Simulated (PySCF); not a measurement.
CH5ClFNSi, SMILES C(N)[Si@H](F)Cl. Heavy atoms are numbered as in [NH2:1][CH2:2][Si@H:3]([F:4])[Cl:5]. Hydrogens are named by the atom that carries them.

Coordinates come from a PBE0-D3(BJ)/def2-SVP optimisation. The structure was generated by enumeration; whether it is a known compound was not checked. One conformer was computed; it need not be the lowest.

All values below come from PySCF with PBE/def2-TZVP.

ESP charges are fitted to the potential on shells at 1.4 to 2.0 van der Waals radii. Atomic charges (e), one atom of each kind:

```
atom       Mulliken  Löwdin  ESP fit    IAO
---------  --------  ------  -------  -----
N1 (NH2)      -0.45   -0.15    -0.88  -0.56
C2 (CH2)      -0.24   -0.48     0.24  -0.47
Si3 (SiH)      0.52   -0.18     0.13   1.15
F4            -0.29    0.01    -0.18  -0.52
Cl5           -0.22    0.24    -0.12  -0.31
H on N1        0.22    0.15     0.35   0.25
H on C2        0.13    0.15     0.06   0.17
H on Si3      -0.04   -0.04     0.00  -0.14
```

Computed Mayer and Wiberg (Löwdin basis) orders of the bonds:
```
bond     Mayer  Wiberg
-------  -----  ------
N1–C2     1.03    1.48
C2–Si3    1.03    1.16
Si3–F4    1.12    1.71
Si3–Cl5   1.18    1.86
```
